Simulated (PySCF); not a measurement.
ClSe (SMILES Cl[Se+]), charge +1, singlet, geometry from GFN2-xTB; PySCF with WB97X/def2-SVP.

The PySCF input:
```python
from pyscf import gto, scf, dft

mol = gto.Mole()
mol.atom = '''
    Se   -0.000000   -0.000000   -0.679313
    Cl    0.000000    0.000000    1.358625
'''
mol.basis = 'def2-svp'
mol.charge = 1
mol.spin = 0
mol.verbose = 5
mol.build()

mf = dft.RKS(mol)
mf.xc = 'wb97x'
mf.grids.level = 4
mf.kernel()
mf.analyze()
```

What the program printed (banner, timings and long lists left out):

```
PySCF version 2.14.0

[INPUT] verbose = 5
[INPUT] max_memory = 4000
[INPUT] num. atoms = 2
[INPUT] num. electrons = 50
[INPUT] charge = 1
[INPUT] spin (= nelec alpha-beta = 2S) = 0
[INPUT] symmetry False subgroup None
[INPUT] Mole.unit = angstrom
[INPUT] Symbol           X                Y                Z      unit          X                Y                Z       unit  Magmom
[...]
[INPUT] ---------------- BASIS SET ----------------
[INPUT] l, kappa, [nprim/nctr], expnt,             c_1 c_2 ...
[INPUT] Se
[...]
                                16007.604701      0.010943525114
                                3642.1699707      0.054374171596
                                1028.5912993      0.19018092947
                                335.30298888      0.38913021696
                                115.80129154      0.30620207088
[...]
                                26.726257934      0.64752124207
                                11.124501923      0.44241976651
[...]
                                3.3668473803      0.73591359951
                                1.5249277839      0.44330199577
[...]
                                343.75101831      0.066875851967
                                109.29554964      0.2664057808
                                39.707711022      0.53834928422
                                14.950185232      0.36303281993
[...]
                                3.2934649756      0.57257906583
                                1.4058602438      0.25549813222
[...]
                                27.18818526       0.13747735767
                                9.5091567352      0.36649929124
                                3.4170516853      0.48750989884
[...]
[INPUT] Cl
[...]
                                1571.7365221      0.014754727977
                                357.12065523      0.066679112875
                                100.25185935      0.17228924084
                                30.812727554      0.158837861
[...]
                                5.7045760975      0.60841752753
                                2.3508376809      0.54352153355
[...]
                                72.102015515      -0.063563355471
                                22.532680262      -0.24016428276
                                7.8991765444      -0.47798866557
                                2.8767268321      -0.38515850005
[...]
nuclear repulsion = 150.085246907296
number of shells = 20
number of NR pGTOs = 110
number of NR cGTOs = 50
basis = def2-svp
ecp = {}

******** <class 'pyscf.dft.rks.RKS'> ********
method = RKS
initial guess = minao
damping factor = 0
level_shift factor = 0
DIIS = <class 'pyscf.scf.diis.CDIIS'>
diis_start_cycle = 1
diis_space = 8
diis_damp = 0
SCF conv_tol = 1e-09
SCF conv_tol_grad = None
SCF max_cycles = 50
direct_scf = True
direct_scf_tol = 1e-13
XC library pyscf.dft.libxc version 7.1.2
    S. Lehtola, C. Steigemann, M. J. T. Oliveira, and M. A. L. Marques,  SoftwareX 7, 1–5 (2018)
XC functionals = wb97x
    J.-D. Chai and M. Head-Gordon,  J. Chem. Phys. 128, 084106 (2008)
radial grids:
    Treutler-Ahlrichs [JCP 102, 346 (1995); DOI:10.1063/1.469408] (M4) radial grids

becke partition: Becke, JCP 88, 2547 (1988); DOI:10.1063/1.454033
pruning grids: <function nwchem_prune>
grids dens level: 4
symmetrized grids: False
atomic radii adjust function: <function treutler_atomic_radii_adjust>
small_rho_cutoff = 0
Set gradient conv threshold to 3.16228e-05
Initial guess from minao.
atom Se rad-grids = 105, ang-grids = [ 50  50  50  50  50  50  50  50  50  50  50  50  50  50  50  50  50  50
  50  50  50  50  50  50  50  50  50  50  50  50  50  50  50  86  86  86
  86  86  86  86  86  86  86  86  86  86  86  86  86  86  86  86 434 434
 434 434 434 434 434 434 434 434 434 434 590 590 590 590 590 590 590 590
 590 590 590 590 590 590 590 590 590 590 590 590 590 590 590 590 590 434
 434 434 434 434 434 434 434 434 434 434 434 434 434 434 434]
atom Cl rad-grids = 95, ang-grids = [ 50  50  50  50  50  50  50  50  50  50  50  50  50  50  50  50  50  50
  50  50  50  50  50  50  50  50  50  50  86  86  86  86  86  86  86  86
  86  86  86  86  86  86  86 434 434 434 434 434 434 434 434 434 434 434
 590 590 590 590 590 590 590 590 590 590 590 590 590 590 590 590 590 590
 590 590 590 590 434 434 434 434 434 434 434 434 434 434 434 434 434 434
 434 434 434 434 434]
tot_boxes 972, boxes in each direction [ 7  7 10]
Padding 4 grids
tot grids = 58880
nelec by numeric integration = 50.95646930248415
E1 = -4275.843409907343  E2 = 1265.2483069327045  Ecoul = 1380.5964597934637  Exc = -115.34815286075914
init E= -2860.50985606734
cond(S) = 122.45944190487351

WARN: HOMO -0.256706700352664 == LUMO -0.256706700352643

  mo_energy =
[-4.53635309e+02 -1.01541170e+02 -5.80635079e+01 -5.21312423e+01
 -5.21310653e+01 -5.21310653e+01 -9.63248108e+00 -7.93912537e+00
 -7.39199709e+00 -7.38965170e+00 -7.38965170e+00 -5.88651986e+00
 -5.88364091e+00 -5.88364091e+00 -2.24914892e+00 -2.24699500e+00
 -2.24699500e+00 -2.24502434e+00 -2.24502407e+00 -1.12441260e+00
 -7.89415507e-01 -5.03518934e-01 -4.90049125e-01 -4.90049125e-01
 -2.56706700e-01 -2.56706700e-01 -5.49130487e-02  2.95981287e-01
  4.80894513e-01  4.89613036e-01  4.89613036e-01  5.48000555e-01
  5.48001258e-01  5.84449179e-01  5.93257188e-01  5.93257188e-01
  7.51996217e-01  8.19388714e-01  8.19392987e-01  8.74789482e-01
  8.74789482e-01  1.00230362e+00  1.03921215e+00  1.03921215e+00
  1.39722372e+00  3.12842795e+00  3.12843334e+00  3.18287475e+00
  3.18287475e+00  3.38032408e+00]
nelec by numeric integration = 49.999998996817325
E1 = -4253.9264047690385  E2 = 1242.965758117866  Ecoul = 1357.845111483582  Exc = -114.87935336571599
cycle= 1 E= -2860.87539974388  delta_E= -0.366  |g|= 0.412  |ddm|= 1.92
[...]
  mo_energy =
[-4.54261198e+02 -1.01839262e+02 -5.86803296e+01 -5.27548598e+01
 -5.27524425e+01 -5.27469479e+01 -9.90508575e+00 -8.48262815e+00
 -7.67256156e+00 -7.66735952e+00 -7.65959468e+00 -6.43994572e+00
[...]
converged SCF energy = -2860.92449935838
Total Energy =                       -2860.924499358379308
[...]
0 Se 5px         0.04479   0.00000  -0.04086  -0.12330  -0.00000
0 Se 5py        -0.01514   0.00000  -0.12088   0.04168   0.00000
0 Se 5pz        -0.00000   0.12786   0.00000  -0.00000   0.04079
0 Se 3dxy       -0.00000   0.00019   0.00000  -0.00000  -0.00001
0 Se 3dyz        0.00024  -0.00000   0.00137  -0.00032  -0.00000
0 Se 3dz^2      -0.00000  -0.00113   0.00000  -0.00000   0.00007
0 Se 3dxz       -0.00071  -0.00000   0.00046   0.00094   0.00000
0 Se 3dx2-y2    -0.00000  -0.00025   0.00000  -0.00000   0.00001
0 Se 4dxy       -0.00000  -0.00784  -0.00000  -0.00000   0.00300
0 Se 4dyz        0.09350  -0.00000   0.30693  -0.10703  -0.00000
0 Se 4dz^2       0.00000  -0.50592  -0.00000  -0.00000   0.36389
0 Se 4dxz       -0.27662  -0.00000   0.10375   0.31665   0.00000
0 Se 4dx2-y2     0.00000   0.01027  -0.00000   0.00000  -0.00393
0 Se 5dxy       -0.00000   0.00014  -0.00000   0.00000   0.00039
0 Se 5dyz        0.02038  -0.00000   0.08936  -0.03038  -0.00000
0 Se 5dz^2       0.00000  -0.13166  -0.00000  -0.00000   0.14358
0 Se 5dxz       -0.06031  -0.00000   0.03020   0.08986   0.00000
0 Se 5dx2-y2     0.00000  -0.00018  -0.00000   0.00000  -0.00052
1 Cl 1s          0.00000  -0.00019   0.00000  -0.00000  -0.00051
1 Cl 2s         -0.00000   0.00056   0.00000  -0.00000   0.00163
1 Cl 3s         -0.00000  -0.03205  -0.00000  -0.00000   0.00378
1 Cl 4s         -0.00000  -0.06168   0.00000  -0.00000   0.35854
1 Cl 2px        -0.00290  -0.00000  -0.00124  -0.00332  -0.00000
1 Cl 2py         0.00098  -0.00000  -0.00366   0.00112   0.00000
1 Cl 2pz         0.00000   0.00519  -0.00000   0.00000   0.00219
1 Cl 3px         0.02465  -0.00000   0.00665   0.02429   0.00000
1 Cl 3py        -0.00833  -0.00000   0.01968  -0.00821  -0.00000
1 Cl 3pz         0.00000   0.02669  -0.00000   0.00000  -0.02463
1 Cl 4px         0.56964  -0.00000   0.25427   0.74530   0.00000
1 Cl 4py        -0.19254  -0.00000   0.75223  -0.25193  -0.00000
1 Cl 4pz         0.00000  -0.76471  -0.00000  -0.00000  -0.56341
1 Cl 3dxy       -0.00000  -0.01234   0.00000  -0.00000   0.00362
1 Cl 3dyz       -0.23637   0.00000  -0.46299   0.15774   0.00000
1 Cl 3dz^2       0.00000  -0.32043  -0.00000  -0.00000   0.61698
1 Cl 3dxz        0.69932   0.00000  -0.15650  -0.46665  -0.00000
1 Cl 3dx2-y2     0.00000   0.01617  -0.00000   0.00000  -0.00475
               #46       #47       #48       #49       #50
0 Se 1s          0.00000  -0.00001   0.00000   0.00000   0.00000
0 Se 2s          0.00000  -0.00001  -0.00000  -0.00000  -0.00000
0 Se 3s         -0.00000   0.00047   0.00000  -0.00000  -0.00011
0 Se 4s         -0.00002   0.00384  -0.00000  -0.00000   0.00166
0 Se 5s          0.00008  -0.01441   0.00000  -0.00000  -0.07626
0 Se 2px         0.00000   0.00000   0.00002   0.00005  -0.00000
0 Se 2py         0.00000  -0.00000   0.00005  -0.00002   0.00000
0 Se 2pz         0.00000   0.00000  -0.00000   0.00000  -0.00001
0 Se 3px        -0.00000  -0.00000  -0.00007  -0.00025   0.00000
0 Se 3py        -0.00000   0.00000  -0.00020   0.00009  -0.00000
0 Se 3pz         0.00000  -0.00004  -0.00000   0.00000  -0.00010
0 Se 4px         0.00000   0.00000   0.00005  -0.00024  -0.00000
0 Se 4py         0.00000  -0.00000   0.00014   0.00008  -0.00000
0 Se 4pz        -0.00000   0.00035   0.00000   0.00000   0.00184
0 Se 5px        -0.00000  -0.00000  -0.00403  -0.01193  -0.00000
0 Se 5py        -0.00000  -0.00000  -0.01191   0.00403  -0.00000
0 Se 5pz         0.00003  -0.00628   0.00000  -0.00000  -0.06734
0 Se 3dxy       -0.00020   0.00010   0.00000   0.00000   0.00068
0 Se 3dyz        0.00000   0.00000  -0.00155  -0.00011  -0.00000
0 Se 3dz^2       0.00001  -0.00126   0.00000  -0.00000  -0.00057
0 Se 3dxz        0.00000   0.00000  -0.00052   0.00034  -0.00000
0 Se 3dx2-y2    -0.00015  -0.00014   0.00000   0.00000  -0.00089
0 Se 4dxy        0.05901  -0.04422  -0.00000  -0.00000   0.00410
0 Se 4dyz        0.00000  -0.00000   0.09673  -0.03266   0.00000
0 Se 4dz^2      -0.00010   0.01782  -0.00000   0.00000   0.19473
0 Se 4dxz        0.00000   0.00000   0.03269   0.09664   0.00000
0 Se 4dx2-y2     0.04454   0.05859  -0.00000  -0.00000  -0.00537
0 Se 5dxy       -0.79585   0.59832   0.00000   0.00000  -0.05325
0 Se 5dyz       -0.00000   0.00000  -0.93953   0.31759  -0.00000
0 Se 5dz^2       0.00045  -0.08487   0.00000  -0.00000  -0.96777
0 Se 5dxz       -0.00000  -0.00000  -0.31757  -0.93958  -0.00000
0 Se 5dx2-y2    -0.60070  -0.79277   0.00000   0.00000   0.06978
1 Cl 1s         -0.00000   0.00001   0.00000  -0.00000   0.00007
1 Cl 2s          0.00000  -0.00002   0.00000  -0.00000  -0.00025
1 Cl 3s          0.00000  -0.00087   0.00000   0.00000  -0.00393
1 Cl 4s         -0.00003   0.00563   0.00000  -0.00000   0.06772
1 Cl 2px        -0.00000   0.00000  -0.00002  -0.00006  -0.00000
1 Cl 2py         0.00000  -0.00000  -0.00006   0.00002  -0.00000
1 Cl 2pz         0.00000  -0.00004  -0.00000  -0.00000  -0.00046
1 Cl 3px        -0.00000   0.00000  -0.00072  -0.00244   0.00000
1 Cl 3py         0.00000   0.00000  -0.00213   0.00082   0.00000
1 Cl 3pz        -0.00001   0.00146  -0.00000  -0.00000   0.00786
1 Cl 4px         0.00000  -0.00000   0.01002   0.02919   0.00000
1 Cl 4py         0.00000   0.00000   0.02965  -0.00987   0.00000
1 Cl 4pz        -0.00000   0.00050   0.00000  -0.00000  -0.00858
1 Cl 3dxy        0.01415  -0.01062  -0.00000   0.00000   0.00098
1 Cl 3dyz       -0.00000   0.00000  -0.06602   0.02221  -0.00000
1 Cl 3dz^2      -0.00002   0.00353  -0.00000   0.00000   0.05149
1 Cl 3dxz       -0.00000  -0.00000  -0.02231  -0.06572  -0.00000
1 Cl 3dx2-y2     0.01068   0.01408  -0.00000   0.00000  -0.00129
 ** Mulliken pop on meta-lowdin orthogonal AOs  **
 ** Mulliken pop  **
 ** Mulliken atomic charges  **
charge of    0Se =      0.76896
charge of    1Cl =      0.23104

WARN: System has nonzero charge 1; the dipole moment is origin-dependent.
Location of origin: [0. 0. 0.]

Dipole moment(X, Y, Z, Debye): -0.00000, -0.00000, -0.63607
```
